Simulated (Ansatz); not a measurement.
Si₂Se, relaxed as a singlet with RKS PBE-D4/def2-TZVP in Ansatz, starting from the GFN1-xTB geometry. Force threshold 0.02 eV/Å.

The restricted singlet is unstable towards broken spin symmetry in Hartree–Fock (as tested in another run); at PBE-D4/def2-TZVP this wasn't settled. An occupied level lies above an empty one. Another isomer (singlet) lies 2.57 eV lower at PBE0-D4/def2-TZVP; other spin states weren't run for this one.

Start:

```xyz
3

Si    0.097   -1.835   -1.157
Si   -0.102    1.840    1.149
Se    0.004   -0.005    0.008
```

```
         step  energy (eV)  largest force component (eV/Å)  SCF passes
            1  -81084.8700                           0.609          32
            2  -81084.8951                           0.081          20
            3  -81084.8956                           0.004          22
            4  -81084.8957                           0.001          14
            5  -81084.8957                           0.001          16
            6  -81084.8957                           0.001          14
            7  -81084.8957                           0.003          21
            8  -81084.8959                           0.012          20
            9  -81084.8959                           0.006          22
           10  -81084.8986                           0.110          28
11 (rejected)  -81084.8979                           0.184          21
           12  -81084.9002                           0.010          23
```

Force components are those of the run's own axes.

End:

```tsv
atom	x (Å)	y (Å)	z (Å)
Si1	0.040	-1.761	-1.272
Si2	-0.158	1.906	1.031
Se3	0.118	-0.145	0.241
```

By distances, no bond broke or formed. The bond that changes most is Si1–Se3, from 2.17 to 2.22 Å (atoms count from 1).

The force fell under the threshold at step 3, but the optimiser went on and released 0.005 eV more. No frequencies were taken in this run, so the end may be a saddle point.

It took 6 s on 4 threads of Arm Neoverse V2 on a shared host.
